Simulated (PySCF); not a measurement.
**Trend along the fifth-period p block: MB molecules**

CCSD(T) with triple-zeta basis sets in PySCF, for the lowest determinant that a PBE0 search found; no spin–orbit coupling. De refers to high-spin ground-configuration atoms.

```tsv
M	basis	reference, frozen orbitals	state (unpaired electrons)	Re (Å)	ωe (cm⁻¹)	De (eV)
Sn	x2c-TZVPPall	UHF, 19	quartet (σ ↑, π ↑↑)	2.188	550	2.49
Sb	x2c-TZVPPall	ROHF, 19	triplet (σ ↑, π ↑)	2.068	669	2.16
Te	def2-TZVPP	ROHF, 5	doublet (σ ↑)	1.959	816	3.82
I	def2-TZVPP	RHF, 5	singlet (closed shell)	2.128	586	3.65
```

The shortest bond is that of BTe (1.959 Å), the longest that of SnB (2.188 Å).

The rows differ in basis set, which adds steps of its own.

The state changes along the series, so neighbouring rows are not always alike in their bonding.

Correlated steps freeze the inner cores (5 to 19 orbitals); shallow outer-core shells are correlated. UHF and ROHF references stand side by side, which adds small steps between rows. Spin–orbit coupling is left out, which matters for elements this heavy, above all for dissociation energies. Where the molecule has an RHF reference, its open-shell atoms are computed with UHF. States were picked by a PBE0 search and need not be the measured ground states.
